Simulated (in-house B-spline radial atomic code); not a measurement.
The numbers below are computed, except where a source is named.
**Extrapolating the RPA correlation energy in partial waves: Nb8+**

All-electron RPA on r2SCAN orbitals from a B-spline radial code for spherical atoms, scalar-relativistic (spin-free one-electron X2C), finite nucleus, configuration [Ar] 3d10 4s2 4p3, highest spin. With empty states up to angular momentum L the sums are:

```json
{"L": "4", "E_c(L) (hartree)": "-2.197934"}
{"L": "5", "E_c(L) (hartree)": "-2.338422"}
{"L": "6", "E_c(L) (hartree)": "-2.406677"}
{"L": "7", "E_c(L) (hartree)": "-2.442690"}
{"L": "8", "E_c(L) (hartree)": "-2.462470"}
{"L": "9", "E_c(L) (hartree)": "-2.474214"}
```

For large l each further wave adds A/(l + 1/2)⁴, because the basis must build the cusp where two electrons meet.

Question: Estimate the limit from L = 8 and L = 9.

Answer: Wave 9 adds -0.011744, against a sum of (l + 1/2)⁻⁴ of 1.22774e-04, so A = -95.656. The sum over l > 9 is ζ(4, 10.5) = 3.3168e-04, close to 1/(3 × 10³) = 3.3333e-04. The tail is -0.031727 and the limit -2.50594 hartree.

Question: How good is the estimate?

Answer: A run to L = 11 sums to -2.48646 and extrapolates to -2.50279 hartree, 1.20 millihartree from the run before, so it has not settled and is itself too deep. The estimate differs from that by -3.15 millihartree, while the bare sum at L = 9 misses 28.6 millihartree (1.1 %).
